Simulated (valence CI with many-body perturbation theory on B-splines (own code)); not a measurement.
The numbers below are computed, except where a source is named.
**Ag33+: magnetic and hyperfine properties of the levels**

Method: configuration interaction combined with many-body perturbation theory (CI+MBPT): four valence electrons over a frozen Dirac-Fock core [Ne], a basis of 11 s, 11 p, 10 d, 8 f, 5 g, 2 h functions for each j, with the one-electron correlation potential Σ1 (screened to all orders), the two-electron term Σ2, the three-electron term Σ3, Breit, model QED; selected single and double excitations, second order for the rest, scaled by the run's own slope (own B-spline code, finite nucleus).

The last digits are not significant, and no measured levels were compared; by estimate large intervals hold to a few tenths of a per cent, small ones and those within an open d or f shell to about a per cent. Among the levels kept, up to 700 cm⁻¹ of a level comes from second order outside the variational space, and about a tenth of that is noise between levels of different J, which matters for small intervals.

A/g_I is the dipole constant over the nuclear g factor μ/I (μ in nuclear magnetons, uniformly magnetised nucleus), B/Q the quadrupole constant per barn. Both hold the static response of the core; the bare values leave it out. Large factors of s and p1/2 electrons are usually good to 5 to 10 %; those of open d and f shells near neutrality can be off by tens of per cent, and small factors of p3/2, d and f electrons come from cancelling terms and can be off by a factor of two or in sign, in half-filled shells by more. B is blank for J = 1/2, where it vanishes, and for nearly pure S terms. Energies count from the lowest level. Levels with J = 0 are left out.

Levels are named by their leading jj configuration (3d3/2^4 stands for four electrons in 3d with j = 3/2), which in mixed levels can hold well under half, so a name can repeat and another be missing. Letters in brackets count levels of one name in rising energy.

```csv
Level,E (cm⁻¹),g,A/g_I (MHz),A/g_I bare,B/Q (MHz/b),B/Q bare
(3s^2 3p1/2 3p3/2) J=1,293460,1.497,-10200,-8580,40500,39700
(3s^2 3p1/2 3p3/2) J=2,335820,1.212,95700,93900,55100,53900
(3s^2 3p3/2^2) J=2,660220,1.280,46300,46000,25900,25400
(3s 3p1/2^2 3p3/2) J=2,947880,1.713,223000,218000,48900,47900
(3s 3p1/2^2 3p3/2) J=1,1084000,0.890,-119000,-115000,61300,60100
(3s 3p1/2 3p3/2^2) J=2 [a],1216100,1.455,145000,142000,45500,44700
(3s^2 3p1/2 3d3/2) J=2,1271400,0.830,72200,71200,-1370,-589
(3s 3p1/2 3p3/2^2) J=3,1287000,1.315,179000,175000,-14600,-14100
(3s 3p1/2 3p3/2^2) J=1 [a],1404100,1.229,97000,95400,-51900,-50700
(3s 3p1/2 3p3/2^2) J=2 [b],1430600,1.016,-3390,-2230,2980,3380
(3s^2 3p1/2 3d5/2) J=3,1453500,1.114,65800,64900,38200,38400
(3s^2 3p1/2 3d3/2) J=1,1470200,1.101,116000,114000,-12400,-11900
(3s^2 3p1/2 3d5/2) J=2,1514000,1.294,51700,51400,7390,7670
(3s 3p1/2 3p3/2^2) J=1 [b],1528200,1.257,-77.0,1700,26000,25500
(3s^2 3p3/2 3d5/2) J=2 [a],1638300,1.315,126000,123000,-55100,-53800
(3s^2 3p3/2 3d5/2) J=4,1707000,1.246,22000,22500,99100,98100
(3s^2 3p3/2 3d3/2) J=1,1742200,1.169,35500,35800,-29000,-28700
(3s^2 3p3/2 3d3/2) J=2,1747600,1.063,16900,17600,-13100,-12700
(3s^2 3p3/2 3d3/2) J=3,1756300,1.199,41200,41400,36000,35700
(3s^2 3p3/2 3d5/2) J=1 [a],1862900,1.319,-83800,-79100,-12900,-12600
(3s^2 3p3/2 3d5/2) J=2 [b],1876200,1.280,117000,115000,-60800,-59500
(3s^2 3p3/2 3d5/2) J=3,1891300,1.105,27700,27800,42500,42700
(3s 3p1/2^2 3d3/2) J=1,1944700,0.292,-156000,-150000,4770,5100
(3s 3p1/2^2 3d3/2) J=2,1962800,1.209,155000,152000,12900,13300
(3s^2 3p3/2 3d5/2) J=1 [b],1980500,1.007,-44900,-42500,1770,1980
(3p1/2^2 3p3/2^2) J=2,2058900,1.240,-2080,-134,-12600,-12000
(3s 3p1/2^2 3d5/2) J=3,2059000,1.376,120000,118000,22000,22600
(3s 3p1/2 3p3/2 3d3/2) J=2 [a],2184300,0.972,20000,20400,-9130,-8650
(3s 3p1/2 3p3/2 3d3/2) J=1 [a],2191100,1.270,119000,117000,-39000,-38500
(3s 3p1/2 3p3/2 3d3/2) J=3 [a],2210100,1.224,127000,125000,-18400,-17800
(3s 3p1/2 3p3/2 3d3/2) J=2 [b],2227900,1.155,64600,64000,-10400,-9960
(3s 3p1/2 3p3/2 3d5/2) J=4 [a],2241400,1.336,103000,102000,46300,46300
(3s 3p1/2 3p3/2 3d5/2) J=4 [b],2268600,1.342,130000,128000,57300,56600
(3s 3p1/2 3p3/2 3d5/2) J=2 [a],2325200,1.248,46100,46300,-47900,-46600
```

Problem. Take the isotope of mass number 107, with I = 1/2, μ = -0.11352 μN. What is the hyperfine structure of (3s 3p1/2 3p3/2^2) J=2 [a]?

Solution. From the table A = -32900 MHz. Shifts from the centre of gravity in MHz: F = 3/2: 49400, F = 5/2: -32900.
